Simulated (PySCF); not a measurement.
**Polarisability and C₆ of W (tungsten, neutral)**

[Xe] 4f14 5d4 6s2, high-spin 5D determinant. All numbers are calculated (PySCF 2.14, a scalar-relativistic core potential, in aug-cc-pVQZ-PP with ECP60MDF (7s7p6d4f3g2h, 135 functions)). Coupled (time-dependent) response in atomic units; α is the mean over directions.

```
method  mean α (bohr³)         α xx, yy, zz  C₆ (like pair)  S(−4)
   UHF           101.7  108.7, 108.7, 87.51            1254   9247
   PBE           72.25  74.56, 74.56, 67.64           883.9   2076
```

S(−4) is the Cauchy moment in α(ω) = α(0) + S(−4) ω² + …

Reference α: 68 ± 15 bohr³ (recommended; Schwerdtfeger and Nagle, table of static dipole polarizabilities (2023 update)). Published C₆: 757.0 (Gould and Bucko (2016)).

Spin-orbit coupling is absent.

Hartree-Fock lies above the reference because it lacks correlation, which contracts the outer shell.

α(iu) at UHF:

```
u (hartree)  α(iu) (bohr³)
          0          101.7
     0.0500          86.71
      0.100          67.65
      0.200          41.27
      0.300          27.23
      0.500          14.98
      0.750          9.083
       1.00          6.289
       1.50          3.647
       2.00          2.410
       3.00          1.277
       5.00         0.5270
```

A single London oscillator, α(iu) = α/(1 + u²/ω²), gives C₆ = (3/4) ω α². Matching the computed C₆ needs ω = 4 × 1254 / (3 × 101.7²) = 0.162 hartree.

The components differ because the open shell of this determinant is not spherical; for a pure term their mean is the scalar polarisability.

Energies and moments cover only the electrons outside the core potential. Spin-orbit coupling, absent here, splits the open shell strongly.
